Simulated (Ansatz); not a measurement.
Species: CHNO, SMILES `N=C=O` with one electron removed (charge 1, multiplicity 2), formula CHNO.

Q: How many basis functions does frozen-core CCSD(T)/cc-pVTZ // B3LYP-D3(BJ)/def2-TZVP run with Ansatz (a first-principles code) use, how many core orbitals are frozen, and how many electrons are correlated?

A: 104 basis functions and 3 frozen orbitals, which leaves 15 correlated electrons. Core time is of the order of seconds.
